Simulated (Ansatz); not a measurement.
Mulliken charges of `FC1C=CC1(F)F` from PBE/def2-TZVPP in Ansatz (PBE0-D4/def2-TZVP geometry).

| atom | x (Å) | y (Å) | z (Å) | charge (e) |
| --- | --- | --- | --- | --- |
| F1 | -0.372 | -2.030 | -0.272 | -0.177 |
| C2 | -0.508 | -0.779 | 0.261 | 0.078 |
| C3 | 0.720 | -0.193 | 0.902 | -0.101 |
| C4 | 0.804 | 0.849 | 0.073 | -0.224 |
| C5 | -0.361 | 0.392 | -0.753 | 0.415 |
| F6 | -1.414 | 1.238 | -0.825 | -0.162 |
| F7 | -0.084 | 0.004 | -2.010 | -0.147 |
| H8 | -1.430 | -0.750 | 0.847 | 0.056 |
| H9 | 1.293 | -0.508 | 1.765 | 0.131 |
| H10 | 1.434 | 1.727 | 0.014 | 0.132 |

By hand: the dipole of these point charges (1 e Å = 4.8032 D).

Σ q r = (0.144, 0.209, 0.358) e Å, of length 0.439 e Å = 2.11 D.

How does the dipole of the full density compare? (Best estimate.)

The calculation gave: (0.243, 0.195, 0.496) e Å, 2.81 D; the point charges give 0.75 times that, at 10° from its direction.

Point charges leave out the atoms' own dipoles, such as those of lone pairs, and Mulliken's split depends on the basis, so the two needn't agree.
